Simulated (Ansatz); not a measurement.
Consider the ligand exchange at a Zr–C bond: `[CH3][Zr]([OH])([OH])[OH]` + CH₃NH₂ → `C[NH][Zr]([OH])([OH])[OH]` + CH₄.

Program: Ansatz. Geometries: PBE0-D4/def2-TZVP. ΔE: electronic, gas phase. CCSD(T)/CBS is the MP2 limit (def2-TZVPP, def2-QZVPP) plus CCSD(T) − MP2 in def2-TZVPP, frozen cores. This one scheme is used for every species. DFT in def2-TZVPP. Elements past krypton have def2 core potentials. For Zr outer-core shells are correlated without core-valence functions, which leaves a few kJ/mol of doubt a bond. Each species was taken in one conformer, which may not be the lowest.

Problem. Is it downhill or uphill in electronic energy at CCSD(T)/CBS, and by how much? (An estimate is asked.)

Solution. Ansatz gave: Downhill: ΔE = -24.4 kcal/mol.

Problem. What do these levels give: LDA (SPW92), BHLYP-D4, CAM-B3LYP-D4, ωB97X-V, PBE, revPBE, r2SCAN, r2SCANh, BHLYP, CCSD/def2-TZVPP, CCSD(T)/def2-TZVPP, HF/CBS(def2)? (Estimate.)

Solution. Ansatz gave: LDA (SPW92) -24.9, BHLYP-D4 -25.6, CAM-B3LYP-D4 -25.6, ωB97X-V -24.7, PBE -24.4, revPBE -24.1, r2SCAN -25.3, r2SCANh -25.0, BHLYP -24.6, CCSD/def2-TZVPP -24.7, CCSD(T)/def2-TZVPP -25.2, HF/CBS(def2) -24.0 kcal/mol.

Largest T1 diagnostic among the species: 0.016.

In def2-TZVPP, CCSD(T) changes the Hartree–Fock value by −1.0 kcal/mol (the triples alone add −0.5 kcal/mol) and MP2 by −1.9 kcal/mol. The D4 term adds −1.1 kcal/mol with B3LYP and −0.6 kcal/mol with PBE0; it sums over pairs of atoms, weighted by their polarisabilities, and B3LYP, whose exchange is more repulsive, gets the larger term.

B3LYP here is the variant with VWN-RPA as its local correlation; programs differ in this.
